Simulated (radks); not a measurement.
Spherical quantum dot in the effective-mass picture: electrons in a hard-walled sphere of radius 1.66, all in effective atomic units (hartree* = m*/eps^2 hartree, bohr* = eps/m* bohr), one dielectric constant everywhere. Method: non-relativistic Kohn-Sham, exchange-only LDA, spin-polarised, spherical densities; computed with a radial shooting solver with Libxc functionals. Levels are named by radial order and angular momentum (1s, 1p, 1d, 2s, ...), and open shells are averaged over m.

N = 20, configuration 1s2 1p6 1d10 2s(up 1, down 0) 1f(up 1, down 0). This is the lowest configuration that the search found. Occupied and some empty levels:

| level | occupation | eigenvalue (hartree*) | <r> (bohr*) |
|---|---|---|---|
| 1s up | 1 | 18.200 | 0.9984 |
| 1s down | 1 | 18.286 | 1.005 |
| 1p up | 3 | 19.456 | 1.085 |
| 1p down | 3 | 19.521 | 1.087 |
| 1d up | 5 | 21.367 | 1.144 |
| 1d down | 5 | 21.426 | 1.145 |
| 2s up | 1 | 23.754 | 0.7707 |
| 1f up | 1 | 23.849 | 1.189 |
| 1f down | 0 | 23.907 | 1.189 |
| 2s down | 0 | 23.993 | 0.7753 |
| 1g up | 0 | 26.854 | 1.224 |
| 1g down | 0 | 26.913 | 1.224 |
| 2p up | 0 | 27.195 | 0.8757 |
| 2p down | 0 | 27.340 | 0.8799 |
| 2d up | 0 | 31.148 | 0.9483 |
| 2d down | 0 | 31.244 | 0.9508 |

Energy (hartree*): total 255.346, kinetic 106.90, external 0, Hartree 165.24, exchange-correlation -16.786.
